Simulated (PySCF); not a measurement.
Species: 7-chloroindole, C8H6ClN.
Atom-mapped SMILES: `[Cl:1][c:2]1[cH:3][cH:4][cH:5][c:6]2[cH:7][cH:8][nH:9][c:10]12` (hydrogens: H11 on C3; H12 on C4; H13 on C5; H14 on C7; H15 on C8; H16 on N9)

Level of theory: PySCF, PBE0-D3(BJ)/def2-SVP geometry optimisation, gas phase.

Task: List the bond lengths and angles at this level.

Result: 
```csv
bond,length (Å)
Cl1–C2,1.736
C2–C3,1.385
C3–C4,1.409
C4–C5,1.386
C5–C6,1.406
C6–C7,1.435
C7–C8,1.372
C8–N9,1.373
N9–C10,1.365
C2–C10,1.397
C6–C10,1.420
C3–H11,1.091
C4–H12,1.092
C5–H13,1.092
C7–H14,1.087
C8–H15,1.088
N9–H16,1.010
```

A selection of angles:
```csv
angle,degrees
Cl1–C2–C3,122.1
Cl1–C2–C10,119.0
C3–C2–C10,118.9
C2–C3–C4,120.1
C3–C4–C5,121.7
C4–C5–C6,119.0
C5–C6–C7,134.8
C5–C6–C10,119.0
C7–C6–C10,106.2
C6–C7–C8,107.0
C7–C8–N9,109.7
C8–N9–C10,109.2
C2–C10–N9,130.5
C2–C10–C6,121.4
C6–C10–N9,108.0
H16–N9–C8,126.7
H16–N9–C10,124.2
```

Of the pairs four or more bonds apart, Cl1···H16 is among the closest relative to their van der Waals radii: 2.90 Å, 98 % of the sum of Bondi's values. The 5-membered ring C6–C7–C8–N9–C10 has internal angles of 106.2° to 109.7° (sum 540°, against 540° for a flat polygon); it is planar, 0.00 Å rms from its mean plane, widest ring torsion 0°. The C–C distances run from 1.372 Å (C7–C8, aromatic) to 1.435 Å (C6–C7, aromatic), a spread of 0.063 Å. N9 (pyrrole-type nitrogen) is planar (angles 126.7°, 124.2° and 109.2°, sum 360.0°, 0.00 Å off the plane of its three neighbours). The 10 heavy atoms lie in one plane (0.000 Å rms). The 6-membered ring C2–C3–C4–C5–C6–C10 has internal angles of 118.9° to 121.7° (sum 720°, against 720° for a flat polygon); it is planar, 0.00 Å rms from its mean plane, widest ring torsion 0°.

Point group: Cs (every atom within 0.08 Å of its image). PBE0-D3(BJ)/def2-SVP frequencies: not computed here.
